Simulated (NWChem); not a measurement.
System: C3H4F2; SMILES F[C@@H]1C[C@H]1F

NWChem printed, in part:

```
             Northwest Computational Chemistry Package (NWChem) 7.3.0
             --------------------------------------------------------

 C2  symmetry detected

                             Geometry "geometry" -> ""
                             -------------------------

 Output coordinates in angstroms (scale by  1.889725989 to convert to a.u.)

  No.       Tag          Charge          X              Y              Z
 ---- ---------------- ---------- -------------- -------------- --------------
    1 F                    9.0000     1.80216178    -0.10173729    -0.49324370
    2 C                    6.0000     0.60710693     0.43475165    -0.09918270
    3 C                    6.0000     0.00000000     0.00000000     1.21360130
    4 C                    6.0000    -0.60710693    -0.43475165    -0.09918270
    5 F                    9.0000    -1.80216178     0.10173729    -0.49324370
    6 H                    1.0000     0.48251703     1.48879870    -0.40545670
    7 H                    1.0000     0.52523491    -0.77072666     1.79894230
    8 H                    1.0000    -0.52523491     0.77072666     1.79894230
    9 H                    1.0000    -0.48251703    -1.48879870    -0.40545670

 Effective nuclear repulsion energy (a.u.)     176.3878226636

      Symmetry information
      --------------------

 Group name             C2
 Group number              4
 Group order               2
 No. of unique centers     5

  pbe96 is a nonlocal functional; adding pw91lda local functional.

                                 NWChem DFT Module
                                 -----------------

 Summary of "ao basis" -> "ao basis" (spherical)
 ------------------------------------------------------------------------------
       Tag                 Description            Shells   Functions and Types
 ---------------- ------------------------------  ------  ---------------------
 F                          def2-svp                 6       14   3s2p1d
 C                          def2-svp                 6       14   3s2p1d
 H                          def2-svp                 3        5   2s1p

      Symmetry analysis of basis
      --------------------------

        a          46
        b          44

            General Information
            -------------------
          SCF calculation type: DFT
          Wavefunction type:  closed shell.
          No. of atoms     :     9
          No. of electrons :    40
           Alpha electrons :    20
            Beta electrons :    20
          Charge           :     0
          Spin multiplicity:     1
          Use of symmetry is: on ; symmetry adaption is: on
          Maximum number of iterations: 150
          AO basis - number of functions:    90
                     number of shells:    42
          Convergence on energy requested:  1.00D-06
          Convergence on density requested:  1.00D-05
          Convergence on gradient requested:  5.00D-04

              XC Information
              --------------
                     Hartree-Fock (Exact) Exchange  1.000
                     LC-wPBE(h)Exchange Functional  1.000
            Perdew 1991 LDA Correlation Functional  1.000 local
           PerdewBurkeErnz. Correlation Functional  1.000 non-local

           Range-Separation Parameters
           ---------------------------
           Alpha           :  0.00
           Beta            :  1.00
           Gamma           :  0.10
           Short-Range HF  :     F

             Grid Information
             ----------------
          Grid used for XC integration:  medium
          Radial quadrature: Mura-Knowles
          Angular quadrature: Lebedev.
          Tag              B.-S. Rad. Rad. Pts. Rad. Cut. Ang. Pts.
          ---              ---------- --------- --------- ---------
          F                   0.50       49          10.0       434
          C                   0.70       49           8.0       434
          H                   0.35       45          10.0       434
          Grid pruning is: on
          Number of quadrature shells:   237
          Spatial weights used:  Erf1

      Superposition of Atomic Density Guess
      -------------------------------------

 Sum of atomic energies:        -313.45657035

      Non-variational initial energy
      ------------------------------

 Total energy =    -315.883302
 1-e energy   =    -781.816623
 2-e energy   =     289.545498
 HOMO         =      -0.300663
 LUMO         =       0.086605

      Symmetry analysis of molecular orbitals - initial
      -------------------------------------------------

  Numbering of irreducible representations:

     1 a           2 b

  Orbital symmetries:

     1 b           2 a           3 a           4 a           5 b
     6 a           7 b           8 a           9 a          10 b
    11 b          12 a          13 a          14 b          15 a
    16 b          17 b          18 a          19 b          20 a
    21 b          22 a          23 b          24 a          25 b
    26 b          27 a          28 a          29 b          30 a

   convergence    iter        energy       DeltaE   RMS-Dens  Diis-err
 ---------------- ----- ----------------- --------- --------- ---------
 d= 0,ls=0.0,diis     1   -315.6926332075 -4.92D+02  1.84D-02  8.75D-01
 d= 0,ls=0.0,diis     2   -315.6502947114  4.23D-02  9.31D-03  1.58D+00
 d= 0,ls=0.0,diis     3   -315.7880053729 -1.38D-01  1.43D-03  3.64D-02
 d= 0,ls=0.0,diis     4   -315.7904460671 -2.44D-03  6.08D-04  4.08D-03
 d= 0,ls=0.0,diis     5   -315.7908158508 -3.70D-04  1.53D-04  2.35D-04
  Resetting Diis
 d= 0,ls=0.0,diis     6   -315.7908440123 -2.82D-05  3.06D-05  9.72D-06
 d= 0,ls=0.0,diis     7   -315.7908451620 -1.15D-06  1.52D-05  1.01D-06
 d= 0,ls=0.0,diis     8   -315.7908451503  1.17D-08  7.66D-06  1.11D-06

         Total DFT energy =     -315.790845150333
      One electron energy =     -784.665313068036
           Coulomb energy =      330.797461597753
    Exchange-Corr. energy =      -38.310816343656
 Nuclear repulsion energy =      176.387822663606

 Numeric. integr. density =       40.000000467522

                  Occupations of the irreducible representations
                  ----------------------------------------------

                     irrep           alpha         beta
                     --------     --------     --------
                     a                11.0         11.0
                     b                 9.0          9.0

                       DFT Final Molecular Orbital Analysis
                       ------------------------------------

 Vector   18  Occ=2.000000D+00  E=-3.777676D-01  Symmetry=a
              MO Center= -1.8D-14, -5.7D-15, -3.7D-01, r^2= 3.4D+00
   Bfn.  Coefficient  Atom+Function         Bfn.  Coefficient  Atom+Function
  ----- ------------  ---------------      ----- ------------  ---------------
     5      0.331369  1 F  py                61     -0.331369  5 F  py
     6     -0.261881  1 F  pz                62     -0.261881  5 F  pz
    31     -0.248148  3 C  s                  8     -0.220238  1 F  py
    64      0.220238  5 F  py                 9      0.176049  1 F  pz
    65      0.176049  5 F  pz                71      0.172899  6 H  s

 Vector   19  Occ=2.000000D+00  E=-3.138343D-01  Symmetry=b
              MO Center=  2.3D-14,  2.0D-15,  2.7D-01, r^2= 2.7D+00
   Bfn.  Coefficient  Atom+Function         Bfn.  Coefficient  Atom+Function
  ----- ------------  ---------------      ----- ------------  ---------------
    32      0.329812  3 C  px                 6      0.272076  1 F  pz
    62     -0.272076  5 F  pz                20      0.225711  2 C  pz
    33      0.226812  3 C  py                48     -0.225711  4 C  pz
     9     -0.198126  1 F  pz                65      0.198126  5 F  pz
    35      0.170466  3 C  px                36      0.170531  3 C  py

 Vector   20  Occ=2.000000D+00  E=-2.942989D-01  Symmetry=a
              MO Center= -1.2D-14, -9.9D-16, -1.1D-01, r^2= 2.5D+00
   Bfn.  Coefficient  Atom+Function         Bfn.  Coefficient  Atom+Function
  ----- ------------  ---------------      ----- ------------  ---------------
    31      0.301922  3 C  s                 20      0.239809  2 C  pz
    48      0.239809  4 C  pz                 6      0.214425  1 F  pz
    62      0.214425  5 F  pz                34     -0.202221  3 C  pz
    37     -0.201046  3 C  pz                18      0.191827  2 C  px
    46     -0.191827  4 C  px                 4      0.184220  1 F  px

 Vector   21  Occ=0.000000D+00  E= 6.671604D-02  Symmetry=b
              MO Center= -7.8D-15, -7.9D-16,  3.3D-01, r^2= 4.4D+00
   Bfn.  Coefficient  Atom+Function         Bfn.  Coefficient  Atom+Function
  ----- ------------  ---------------      ----- ------------  ---------------
    72      0.710224  6 H  s                 87     -0.710224  9 H  s
    77     -0.645568  7 H  s                 82      0.645568  8 H  s
    17     -0.608504  2 C  s                 45      0.608504  4 C  s
    21      0.419508  2 C  px                49      0.419508  4 C  px
    36     -0.285276  3 C  py                35      0.257431  3 C  px

 Vector   22  Occ=0.000000D+00  E= 1.064597D-01  Symmetry=a
              MO Center=  1.4D-15, -7.7D-15,  1.2D+00, r^2= 5.4D+00
   Bfn.  Coefficient  Atom+Function         Bfn.  Coefficient  Atom+Function
  ----- ------------  ---------------      ----- ------------  ---------------
    31      1.868386  3 C  s                 77     -1.187560  7 H  s
    82     -1.187560  8 H  s                 72     -0.749889  6 H  s
    87     -0.749889  9 H  s                 17      0.455228  2 C  s
    45      0.455228  4 C  s                 37      0.450591  3 C  pz
    22      0.321537  2 C  py                50     -0.321537  4 C  py

 Vector   23  Occ=0.000000D+00  E= 1.348539D-01  Symmetry=b
              MO Center=  9.5D-16, -3.3D-16,  1.0D-01, r^2= 4.3D+00
   Bfn.  Coefficient  Atom+Function         Bfn.  Coefficient  Atom+Function
  ----- ------------  ---------------      ----- ------------  ---------------
    17      1.282043  2 C  s                 45     -1.282043  4 C  s
    72     -0.977845  6 H  s                 87      0.977845  9 H  s
    35     -0.586783  3 C  px                36     -0.366010  3 C  py
     3     -0.296680  1 F  s                 59      0.296680  5 F  s
    16      0.266103  2 C  s                 44     -0.266103  4 C  s

     Multipole analysis of the density
     ---------------------------------

     L   x y z        total         alpha         beta         nuclear
     -   - - -        -----         -----         ----         -------
     0   0 0 0     -0.000000    -20.000000    -20.000000     40.000000

     1   1 0 0      0.000000      0.000000      0.000000     -0.000000
     1   0 1 0     -0.000000     -0.000000     -0.000000      0.000000
     1   0 0 1      0.388600      0.194300      0.194300     -0.000000

     2   2 0 0    -24.852614   -126.522708   -126.522708    228.192803
     2   1 1 0      0.269079     -0.747796     -0.747796      1.764671
     2   1 0 1      0.000000      0.000000      0.000000     -0.000000
     2   0 2 0    -18.925730    -23.881928    -23.881928     28.838126
     2   0 1 1      0.000000      0.000000      0.000000     -0.000000
     2   0 0 2    -20.364902    -46.134856    -46.134856     71.904810

                                 NWChem DFT Module
                                 -----------------

      Symmetry analysis of basis
      --------------------------

        a          46
        b          44

            General Information
            -------------------
          SCF calculation type: DFT
          Wavefunction type:  spin polarized.
          No. of atoms     :     9
          No. of electrons :    39
           Alpha electrons :    20
            Beta electrons :    19
          Charge           :     1
          Spin multiplicity:     2
          Use of symmetry is: on ; symmetry adaption is: on
          Maximum number of iterations: 150
          This is a Direct SCF calculation.
          AO basis - number of functions:    90
                     number of shells:    42
          Convergence on energy requested:  1.00D-06
          Convergence on density requested:  1.00D-05
          Convergence on gradient requested:  5.00D-04

              XC Information
              --------------
                     Hartree-Fock (Exact) Exchange  1.000
                     LC-wPBE(h)Exchange Functional  1.000
            Perdew 1991 LDA Correlation Functional  1.000 local
           PerdewBurkeErnz. Correlation Functional  1.000 non-local

           Range-Separation Parameters
           ---------------------------
           Alpha           :  0.00
           Beta            :  1.00
           Gamma           :  0.10
           Short-Range HF  :     F

             Grid Information
             ----------------
          Grid used for XC integration:  medium
          Radial quadrature: Mura-Knowles
          Angular quadrature: Lebedev.
          Tag              B.-S. Rad. Rad. Pts. Rad. Cut. Ang. Pts.
          ---              ---------- --------- --------- ---------
          F                   0.50       49          10.0       434
          C                   0.70       49           8.0       434
          H                   0.35       45          10.0       434
          Grid pruning is: on
          Number of quadrature shells:   237
          Spatial weights used:  Erf1

      Superposition of Atomic Density Guess
      -------------------------------------

 Sum of atomic energies:        -313.45657035

 Renormalizing density from      40.00 to     39

      Non-variational initial energy
      ------------------------------

 Total energy =    -310.634195
 1-e energy   =    -762.271207
 2-e energy   =     275.249189
 HOMO         =      -0.635882
 LUMO         =      -0.230411

   Symmetry analysis of molecular orbitals - initial alpha
   -------------------------------------------------------

  Numbering of irreducible representations:

     1 a           2 b

  Orbital symmetries:

     1 b           2 a           3 a           4 b           5 a
     6 a           7 b           8 a           9 a          10 b
    11 b          12 a          13 a          14 b          15 a
    16 b          17 a          18 b          19 b          20 a
    21 b          22 a          23 b          24 b          25 a
    26 a          27 b          28 a          29 b          30 a

   Symmetry analysis of molecular orbitals - initial beta
   ------------------------------------------------------

  Numbering of irreducible representations:

     1 a           2 b

  Orbital symmetries:

     1 b           2 a           3 a           4 b           5 a
     6 a           7 b           8 a           9 a          10 b
    11 b          12 a          13 a          14 b          15 a
    16 b          17 a          18 b          19 b          20 a
    21 b          22 a          23 b          24 b          25 a
    26 a          27 b          28 a          29 b          30 a

[...]
```

Level: LC-wPBE (HJS exchange hole, range parameter 0.1 per bohr)/def2-SVP, vertical spin-unrestricted ions. All runs use the structure optimised with PBE-D3(BJ)/def2-SVP.

Q: Which NWChem input produces such a log?

A: One answer among several that fit: the input that was run:
```
start job
memory heap 200 mb stack 900 mb global 1100 mb
geometry units angstroms noautoz
  F      1.801241    -0.116912    -0.502177
  C      0.610747     0.429623    -0.108116
  C      0.000000     0.000000     1.204668
  C     -0.610747    -0.429623    -0.108116
  F     -1.801241     0.116912    -0.502177
  H      0.495039     1.484682    -0.414390
  H      0.518725    -0.775123     1.790009
  H     -0.518725     0.775123     1.790009
  H     -0.495039    -1.484682    -0.414390
end
basis spherical
  * library def2-svp
end
dft
  xc xwpbe 1.00 cpbe96 1.0 hfexch 1.00
  cam 0.1 cam_alpha 0.0 cam_beta 1.0
  iterations 150
  vectors input atomic output neutral.movecs
end
task dft energy
charge 1
dft
  odft
  mult 2
  vectors input atomic output cation.movecs
end
task dft energy
```
